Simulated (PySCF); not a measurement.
ClH2NTe, SMILES N[Te]Cl.

The structure is a stationary point at r2SCAN-D4/def2-TZVP. The def2 effective core potentials stand for the cores of Te; spin–orbit coupling is left out. Other conformers were not sampled.

Method: r2SCAN-D4/def2-TZVP run with PySCF.

Frequencies are harmonic and unscaled.

| mode | ν (cm⁻¹) | IR (km/mol) | moving atoms (share of kinetic energy) |
|---|---|---|---|
| 1 | 163 | 9.3 | N 49 %, Cl 24 %, H 17 %, Te 11 % |
| 2 | 338 | 60.3 | Cl 76 %, Te 23 % |
| 3 | 435 | 29.5 | H 95 % |
| 4 | 508 | 181.2 | N 54 %, H 42 % |
| 5 | 708 | 27.1 | H 46 %, N 46 %, Te 8 % |
| 6 | 932 | 4.5 | H 92 % |
| 7 | 1570 | 16.3 | H 92 %, N 8 % |
| 8 | 3514 | 22.1 | H 96 % |
| 9 | 3626 | 39.8 | H 91 %, N 9 % |
